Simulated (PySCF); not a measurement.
C7H13BO2.
Structure used (PBE0-D3(BJ)/def2-SVP), in Å, numbered top down from 1:
```
atom  x, y, z in Å
C1    -2.4805   -1.3371    0.0659
C2    -1.2629   -0.6015   -0.4442
C3     0.0496   -1.3902   -0.6550
C4     0.8002   -0.2288   -0.0190
C5     2.1616   -0.2135    0.5867
C6     1.8899    0.5604   -0.6759
C7    -0.5181    0.3504    0.5292
B8    -0.7209    1.9066    0.4067
O9     0.0382    2.8104    1.1038
O10   -1.6478    2.3975   -0.4573
H11   -3.2946   -0.6343    0.3039
H12   -2.8629   -2.0507   -0.6816
H13   -2.2463   -1.9049    0.9820
H14   -1.5204   -0.0457   -1.3598
H15    0.3219   -1.6654   -1.6862
H16    0.0860   -2.2947   -0.0244
H17    2.3121    0.3469    1.5159
H18    2.7651   -1.1237    0.5187
H19    2.3058    0.1812   -1.6141
H20    1.8531    1.6521   -0.6078
H21   -0.6609    0.0117    1.5735
H22    0.6687    2.3901    1.6949
H23   -1.6497    3.3616   -0.4601
```

Method: PBE0-D3(BJ)/def2-SVP geometry optimisation, gas phase (PySCF).

Masses are those of the commonest isotopes; rigid-rotor values at the optimised geometry. The values belong to one conformer with, in the numbering `[CH3:1][C@@H:2]1[CH2:3][C:4]2([CH2:5][CH2:6]2)[C@H:7]1[B:8]([OH:9])[OH:10]`, C4–C7–B8–O9 -67°, C7–B8–O9–H -3°, C7–B8–O10–H -178°.

Problem. Give the principal moments of inertia and the rotational constants in MHz.

Solution. Ia = 351.62, Ib = 379.77, Ic = 626.98 u·Å²; 505379 MHz·u·Å²/I gives A = 1437, B = 1331, C = 806.0 MHz.

Problem. What kind of rotor is it?

Solution. An asymmetric top. Ray's parameter κ = (2B − A − C)/(A − C) = 0.662; −1 is the prolate and +1 the oblate limit.

Problem. Is it planar, by Δ = Ic − Ia − Ib?

Solution. Not planar: Δ = Ic − Ia − Ib = -104.41 u·Å². For a rigid frame Δ = −2 Σ m c², so Σ m c² = 52.21 u·Å² lies off the ab plane: 17.08 from hydrogen and 35.13 from heavier atoms. The atom farthest from that plane is 1.72 Å away.

Problem. Which lines would a microwave search look for?

Solution. The dipole components are |μa| = 0.30 D, |μb| = 0.77 D, |μc| = 0.69 D. Intensities carry the squares of the components, which stand as 0.15 : 1.00 : 0.79 (a : b : c). Some lines, for components of 0.1 D or more:

```
type  branch         J(Ka,Kc)    MHz  lower level (cm⁻¹)
   c       Q  2(2,1) ← 2(1,1)    320               0.252
   a       Q  2(2,0) ← 2(2,1)    433               0.263
   b       Q  3(3,0) ← 3(2,1)    959               0.524
   a       Q  3(2,1) ← 3(2,2)   1424               0.477
   b       Q  2(1,1) ← 2(0,2)   1589               0.199
   b       Q  2(2,1) ← 2(1,2)   1894               0.200
   b       R  1(1,1) ← 0(0,0)   2243               0.000
   a       R  2(1,1) ← 1(1,0)   4798               0.092
   b       R  3(0,3) ← 2(1,2)   5404               0.200
   b       R  3(1,3) ← 2(0,2)   5420               0.199
   b       R  3(3,1) ← 2(2,0)   8040               0.277
   a       R  4(2,3) ← 3(2,2)   8148               0.477
   c       R  3(2,1) ← 2(1,1)   8154               0.252
   c       R  3(1,2) ← 2(0,2)   8247               0.199
   c       R  3(3,1) ← 2(2,1)   8472               0.263
   b       R  3(2,1) ← 2(1,2)   9728               0.200
   a       R  4(3,1) ← 3(3,0)   9933               0.556
   c       R  4(3,1) ← 3(2,1)  10892               0.524
   c       R  4(1,3) ← 3(0,3)  11039               0.380
   c       R  4(2,3) ← 3(1,3)  11046               0.380
   b       R  4(3,1) ← 3(2,2)  12317               0.477
```

Stationary, but not proved a minimum. No vibrational averaging or centrifugal distortion is included, and the geometry carries the error of its method. A rigid rotor knows nothing of internal rotation, which can split or shift real lines. Quadrupole hyperfine structure (11B) is left out.

Time: 4.8 min. Hardware: x86-64 server, one thread (shared host). This is the geometry optimisation.
